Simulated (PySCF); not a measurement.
Spectroscopy problems

Computed data (PySCF): PBE0/pcSseg-1 with gauge-including orbitals, coordinates at the GFN2-xTB level. A single conformation, averaged over atoms made equivalent by symmetry, fast rotation or ring inversion, no solvent model, relativity neglected.

Referencing at the same level of theory: ¹H (31.72 ppm), ¹³C (186.93 ppm) against TMS. Where no couplings were computed, multiplicities follow the n + 1 count of equivalent neighbours, and m marks all less simple cases (inequivalent or close neighbours, rings, F or P nearby). Shifts are as computed. Against solution values, carbons near 30 ppm lie about +3 ppm off and those near 130 ppm about +5 ppm. Of 1211 compounds with measured shifts, 218 miss one by over three times the rms of a fit or turn the order of signals round; such compounds aren't used in these exercises.

Q: C6H8O4. ¹H NMR (400 MHz, computed): δ 8.05 (d, 1H), 5.50 (d, 1H), 3.87 (s, 3H), 2.34 (s, 3H). ¹³C{¹H} NMR (computed): δ 173.5 (C), 170.5 (C), 152.9 (CH), 108.0 (CH), 53.2 (CH3), 23.0 (CH3). What is it?

A: `C(OC)(=O)/C=C\OC(C)=O`. Rings plus π bonds: 3 (no ring in the answer). 6 carbon signals for 6 carbons: no two carbons are equivalent. Carbon types of the structure: 2 × C, 2 × CH, 2 × CH3, which accounts for all hydrogens. δC 173.5, 170.5: ester carbonyl carbon; lone-pair donation from the attached heteroatom keeps it upfield of a ketone carbonyl. δC 152.9: alkene carbon bearing oxygen; an sp2 carbon further deshielded by the attached heteroatom. δC 108.0: β carbon of an enol-ether or enamine type C=C; the O or N lone pair pushes π density onto this β carbon and shields it. δC 53.2: methyl carbon bonded to O; pulled downfield by the heteroatom.

The shifts were computed for this structure.

Q: C11H12. ¹H NMR (500 MHz, computed): δ 7.56 (m, 2H), 7.47 (m, 2H), 7.44 (m, 1H), 5.96 (m, 1H), 5.95 (m, 1H), 1.62 (s, 3H), 1.44 (m, 1H), 1.20 (m, 1H). ¹³C{¹H} NMR (computed): δ 155.3 (C), 151.7 (C), 133.6 (CH), 130.6 (CH), 130.5 (CH), 109.5 (CH2), 26.1 (CH2), 25.1 (C), 23.7 (CH3). What is it?

A: SMILES C=C1C[C@]1(C)c1ccccc1. The formula gives 6 degrees of unsaturation (2 rings in the answer). 9 carbon signals for 11 carbons: some carbons are equivalent by symmetry or fast rotation. Carbon types of the structure: 3 × C, 5 × CH, 2 × CH2, 1 × CH3, which accounts for all hydrogens. δC 155.3: fully substituted alkene carbon; the olefinic region. δC 151.7: substituted aromatic carbon. δC 133.6, 130.6, 130.5: aromatic CH; the aromatic region. δC 109.5: terminal =CH2 carbon; the olefinic region.

This is the structure that produced the data.
